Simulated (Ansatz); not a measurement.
C$_{2}$HAlCl$_{2}$ (`C#[C][Al]([Cl])[Cl]`). Total charge 0; spin multiplicity 1.

```xyz
6

C    -0.472    1.768    0.581
C    -0.172    0.654    0.217
Al    0.288   -1.077   -0.353
Cl   -0.804   -2.019   -1.845
Cl    1.895   -2.076    0.498
H    -0.736    2.750    0.902
```

Q: What are the harmonic wavenumbers in cm⁻¹ at PBE0-D4/def2-TZVP (Ansatz, finite differences of forces, unscaled)? (Estimate.)

A: The calculation gave: 91, 133, 147, 279, 291, 407, 619, 667, 733, 758, 2141, 3457.

Q: Is this a minimum?

A: Yes, all 12 modes are real.

Q: Give the ideal-gas thermochemistry at 298.15 K and 1 bar (rigid rotor, harmonic oscillator; point group C2v, symmetry number 2).

A: Zero-point energy 58.2 kJ/mol; H(298) − E = 77.8 kJ/mol; entropy 343.4 J/(mol·K), of which translation 168.9, rotation 113.9, vibration 60.6; G(298) − E = -24.5 kJ/mol. Modes under 100 cm⁻¹ are hindered rotations or soft bends, so the harmonic entropy is rough.

Q: And at 400, 500, 600, 800 and 1000 K?

A: 
| T (K) | H − E (kJ/mol) | S (J/mol/K) | G − E (kJ/mol) |
| --- | --- | --- | --- |
| 400 | 87.7 | 371.7 | -61.0 |
| 500 | 98.0 | 394.8 | -99.4 |
| 600 | 108.8 | 414.4 | -139.9 |
| 800 | 131.3 | 446.8 | -226.1 |
| 1000 | 154.7 | 472.8 | -318.1 |

Q: Rotational constants (cm⁻¹)?

A: 0.07444, 0.06682, 0.03521.
